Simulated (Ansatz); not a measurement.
Wavefunction ladder for CH₆GaNS (`C[NH][GaH][SH]`)

Cartesian coordinates in Å:
```
C -0.808 -0.654 1.274
N -0.194 -0.417 -0.011
Ga 0.709 1.070 -0.517
S 1.538 1.133 -2.560
H -0.379 -1.523 1.788
H -1.891 -0.814 1.196
H -0.657 0.210 1.925
H -0.304 -1.183 -0.655
H 0.895 2.267 0.456
H 1.092 -0.089 -2.896
```

The species carries charge 0 and has multiplicity 1. Correlated methods include outer-core shells of Ga, which these sets cover unevenly. Scalar relativity is left out up to krypton. Geometry: relaxed with PBE0-D4/def2-TZVP. It is one conformer, not always the lowest. Frozen core, restricted reference, Ansatz.

```csv
basis,HF (Eh),MP2 corr.
def2-SVP,-2416.19247,-0.66179
def2-TZVPP,-2416.68847,-0.79830
def2-QZVPP,-2416.74492,-1.08815
```

Question: Estimate the CCSD correlation energy and the (T) correction in each basis where they were run (hartree).

Answer: 
```tsv
basis	CCSD corr.	(T)
def2-SVP	-0.69765	-0.02136
def2-TZVPP	-0.83364	-0.03491
```
